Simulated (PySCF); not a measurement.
In(Cl)(Et)2, SMILES C[CH2][In]([Cl])[CH2]C (C4H10ClIn) at its GFN2-xTB optimised geometry (Å):

```
16

In    -0.7827    -0.7913     0.0000
Cl    -1.7026    -2.9402    -0.0159
C      1.5061    -0.7913     0.0000
C      2.0336    -2.2130    -0.0018
H      1.8296    -0.2436     0.8865
H      1.8280    -0.2419    -0.8861
H      1.6832    -2.7549    -0.8820
H      1.6944    -2.7529     0.8839
H      3.1258    -2.2199    -0.0088
C     -2.4103     0.8184     0.0000
C     -1.8878     2.2181    -0.2697
H     -2.8982     0.7564     0.9754
H     -3.1258     0.5027    -0.7627
H     -1.4104     2.2761    -1.2484
H     -1.1584     2.5163     0.4838
H     -2.7073     2.9402    -0.2501
```

Computed with CAM-B3LYP/def2-TZVP, def2 effective core potentials past Kr run with PySCF. The core electrons that the potentials of In replace are not part of the density. Cells within 0.4 Å of a nucleus heavier than hydrogen are left out (blank, or x).

Map of the electron localisation function on the plane z = 0.0 Å:

```
|0000000000000000000000000000000|
|0000000000000000000000000000000|
|0000000000000000000000000000000|
|0000001320000000000000000000000|
|0000048983000000000000000000000|
|0000299997211210000000000000000|
|0000599998446641000000000000000|
|0000399999678873000000000000000|
|0000048997389973000000000000000|
|0000002562x79862000000000000000|
|0000001377456420000000000000000|
|0000012479852000000000000000000|
|00001355xx751000000000000000000|
|00002465xx774221100011000000000|
|0000246635873222322332100000000|
|0000134457722332454565310000000|
|0000011235237762485256310000000|
|000000001225xx83482xx5300000000|
|0000000001148x72485x46210100000|
|0000000012114532467898568873000|
|0000001356641111224742899997000|
|00000146788875200034xx899998100|
|0000025786x0774000462x899998000|
|0000025881xx5861003664579994000|
|0000025786x08861002343225640000|
|0000013678888861000111000000000|
|0000002467787641000000000000000|
|0000000134565420000000000000000|
|0000000011222100000000000000000|
|0000000000000000000000000000000|
|0000000000000000000000000000000|
```
Scale: ten equal steps from 0.000 (start of '0') to 1.000 (end of '9'), in the order '0123456789'; x runs from -5.50 to 5.50, y from -5.50 (bottom) to 5.50 (top).
